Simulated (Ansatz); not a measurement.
This geometry of C₂H₉ISi₂ (14 atoms, charge 0, multiplicity 1) is a first-order saddle point.

These are results of RKS PBE-D4/def2-SVP in Ansatz, not measurements.

```xyz
14
Properties=species:S:1:pos:R:3
Si -0.602 -1.230 1.571
C 0.914 -0.394 0.805
Si 0.757 0.068 -1.026
C -0.690 1.299 -1.253
I -0.097 3.194 -2.152
H -1.794 -0.309 1.511
H -0.943 -2.486 0.815
H -0.357 -1.586 3.013
H 1.786 -1.074 0.918
H 1.152 0.527 1.383
H 0.457 -1.170 -1.832
H 2.041 0.666 -1.527
H -1.482 0.897 -1.913
H -1.154 1.568 -0.285
```

Problem. Which two structures does it join? (They come from a converged band through this point; their orientation in space is the band's.)

Solution. No bond is made or broken. The dihedral H12–Si3–C4–I5 goes from -66 to 58°.

Image 0:

```xyz
14
Properties=species:S:1:pos:R:3
Si -0.480 -0.989 1.691
C 0.995 -0.373 0.675
Si 0.652 -0.088 -1.160
C -0.773 1.144 -1.410
I -0.344 3.043 -0.421
H -1.622 -0.010 1.610
H -0.960 -2.315 1.160
H -0.104 -1.161 3.138
H 1.825 -1.107 0.770
H 1.354 0.584 1.112
H 0.236 -1.382 -1.816
H 1.871 0.441 -1.867
H -0.935 1.389 -2.477
H -1.728 0.794 -0.975
```

Image 10:

```xyz
14
Properties=species:S:1:pos:R:3
Si -0.619 -1.190 1.595
C 0.932 -0.411 0.838
Si 0.782 0.116 -0.978
C -0.622 1.380 -1.173
I -0.774 2.036 -3.246
H -1.756 -0.200 1.598
H -1.044 -2.390 0.790
H -0.372 -1.626 3.015
H 1.766 -1.144 0.914
H 1.229 0.470 1.448
H 0.474 -1.081 -1.835
H 2.063 0.747 -1.450
H -1.615 0.965 -0.913
H -0.457 2.298 -0.575
```

Problem. How far does it lie above each of them?

Solution. 3.3 kcal/mol above the first and 2.2 kcal/mol above the second. This is the barrier of this one path; another mechanism may lie lower.

Time of the run: 4.7 min on 2 threads of Arm Neoverse V1, on a shared host, peak memory 0.2 GiB.
